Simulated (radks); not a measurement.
All-electron atom: neutral ytterbium in [Xe] 4f14 6s2 (the NIST ground configuration). All-electron calculation, Dirac Kohn-Sham, Slater X-alpha with alpha = 0.66, spin-unpolarised, spherical densities, finite nucleus; Fermi nuclear charge, rms radius 5.3108 fm. Program: a radial shooting solver on a logarithmic mesh with Libxc functionals.

Spin-orbit splittings of the eigenvalues, e(l+1/2) - e(l-1/2), with zeta = 2 splitting/(2l+1) and mean radii in bohr:

shell  occ.  splitting (eV)  zeta (eV)  <r> j=l-1/2  <r> j=l+1/2
2p        6            1045      697.0      0.06875      0.07625
3p        6               ?          ?       0.2062       0.2203
3d       10           48.49      19.40       0.1936       0.1979
4p        6           50.43      33.62       0.4958       0.5285
4d       10           9.179      3.672       0.5538       0.5654
4f       14           1.313     0.3752       0.7826       0.8112
5p        6           6.116      4.077        1.371        1.495

Estimate the 3p splitting.

Answer. 221.8 eV (zeta = 147.9 eV).
